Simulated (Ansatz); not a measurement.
Born–Oppenheimer molecular dynamics of C₂H₉AlOS (14 atoms, charge 0, multiplicity 1). It starts from a rough guess of a transition structure, not a stationary point.

These are results of UKS PBE0-D4/STO-3G in Ansatz, not measurements.

* ensemble: NVE (velocity Verlet)
* time step: 0.5 fs
* steps asked: 150
* starting velocities drawn for: 1000 K
* seed: 995583

First frame:

```xyz
14
Properties=species:S:1:pos:R:3
Al 0.333 -0.494 0.166
S 1.614 1.203 -1.395
C -0.533 -1.834 -0.996
O 1.146 -0.613 1.585
H 0.177 1.276 -0.313
C -0.934 1.384 0.523
H 2.361 1.584 -0.365
H -1.082 -1.329 -1.794
H -1.232 -2.502 -0.489
H 0.212 -2.467 -1.483
H 1.662 -0.675 2.374
H -1.524 0.521 0.854
H -1.587 2.014 -0.072
H -0.611 1.932 1.405
```

(1) What does the run give?

(2) What happens to the structure?

(3) How do temperature and energy run in time?

Answers

(1) The run went to its last step.

* steps done: 150
* time covered: 75 fs
* mean temperature over the second half: 1832 K
* spread of the potential energy over the second half: 37.5 meV per atom
* mean potential energy of the second half above the start: -92.0 meV per atom

The conserved energy stayed within 0.45 meV per atom of its start (net change 0.26 meV per atom), so the integration is sound. The system heated up, since it started high on the potential surface and ran downhill. A run of 0.075 ps of so small a system gives no equilibrium averages. The orbitals stay closed-shell, which can raise the energy where a bond breaks towards radicals; this wasn't checked here. Limits of this set-up: minimal basis.

(2) The step under study would form Al1–C6, S2–H5 and break Al1–S2, H5–C6. These pairs go: Al1–C6 2.29 → 1.85 Å, S2–H5 1.80 → 1.37 Å, Al1–S2 2.64 → 2.93 Å, H5–C6 1.39 → 3.39 Å. In the last frame they stand as after the step (other bonds may differ from the relaxed reactants and products). Also parted: Al1–H5 1.84 → 2.63 Å. It ends as C2H7AlO + H2S. Pairs count as bonded within 1.25 times the sum of covalent radii (0.12 Å more for H–H). The details hang on the random start.

(3) 
```tsv
time (fs)	T (K)	potential energy less start (eV)	conserved less start (meV/atom)
0.0	1000	0.000	0.00
3.5	618	0.597	0.25
7.0	718	0.441	0.23
10.5	1168	-0.260	0.03
14.0	1113	-0.171	0.25
17.5	1563	-0.871	0.25
21.0	1886	-1.372	0.12
24.5	1577	-0.896	-0.04
28.0	1120	-0.182	0.23
31.5	1334	-0.516	0.16
35.0	1559	-0.866	0.06
38.5	1567	-0.878	0.10
42.0	1608	-0.941	0.15
45.5	1814	-1.259	0.21
49.0	1761	-1.178	0.25
52.5	1862	-1.336	0.04
56.0	2174	-1.820	0.13
59.5	2402	-2.172	0.24
63.0	2259	-1.951	0.14
66.5	1909	-1.408	0.12
70.0	1445	-0.686	0.25
73.5	1285	-0.439	0.22
```

Time of the run: 5.1 min on 1 thread of AMD EPYC 9R45 96-Core Processor (Zen 5), on a shared host, peak memory 0.18 GiB.
